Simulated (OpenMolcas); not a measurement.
## What dynamic correlation does to the levels of I III

- Program: OpenMolcas
- Basis: ANO-RCC [10s9p8d5f3g]
- Scalar Hamiltonian: DKH2, point nucleus
- Active space: 5 electrons in 9 orbitals (RAS2 5s 5p; RAS3 5d, at most 2 electrons)
- State averaging: 2S+1 = 4 odd, 1 root; 2S+1 = 2 odd, 11 roots; 2S+1 = 4 even, 3 roots; 2S+1 = 2 even, 8 roots
- Spin-orbit coupling: state interaction with AMFI integrals over the reference wave functions, term energies averaged over their components

Methods on the same reference wave functions:
A. RASSCF
B. SS-RASPT2, IPEA 0.25 Eh, imaginary shift 0.1 Eh (closed shells correlated: 4d)
C. MS-RASPT2, IPEA 0.25 Eh, imaginary shift 0.1 Eh (closed shells correlated: 4d)

Energies in cm⁻¹ above 5s² 5p³ ⁴S°_3/2.

| Level | A | B | C |
| --- | --- | --- | --- |
| 5s² 5p³ ⁴S°_3/2 | 0.0 | 0.0 | 0.0 |
| 5s² 5p³ ²D°_3/2 | 16064 | 11840 | 11820 |
| 5s² 5p³ ²D°_5/2 | 18939 | 14480 | 14510 |
| 5s² 5p³ ²P°_1/2 | 28469 | 24530 | 24260 |
| 5s² 5p³ ²P°_3/2 | 32514 | 28610 | 28490 |
| 5s 5p⁴ ⁴P_5/2 | 83029 | 85730 | 85760 |
| 5s 5p⁴ ⁴P_3/2 | 87817 | 90570 | 90600 |
| 5s 5p⁴ ⁴P_1/2 | 90631 | 93450 | 93480 |

Between B and C the level of the table that moves most is 5s² 5p³ ²P°_1/2, by 270 cm-1 (lowest in C, highest in B). Moves below CASPT2's spread within the term are not significant.

From A to B the spin-free energies of the other terms of 5s² 5p³ shown, above ⁴S°, scale by factors of 0.73 to 0.84.

The lowest spin-free term lies below A's lowest term by 0.526 hartree in B, 0.526 hartree in C.

Term energies are means over components that CASPT2 splits; among the terms shown or strongly mixed into the levels shown the widest spread is 33 cm-1 (5s² 5p³ ²D°, C). The run also gave levels led by 5s 5p³ 5d, 5s² 5p² 5d, which use shells meant for correlation; these and all levels above them are left out. Some terms mix strongly with configurations of 5d, whose occupation reaches 0.17 (5s 5p⁴ ⁴P). Only configurations of the active space appear. Levels that lie high or do not pair safely by name in every column are left out.

° marks odd parity.
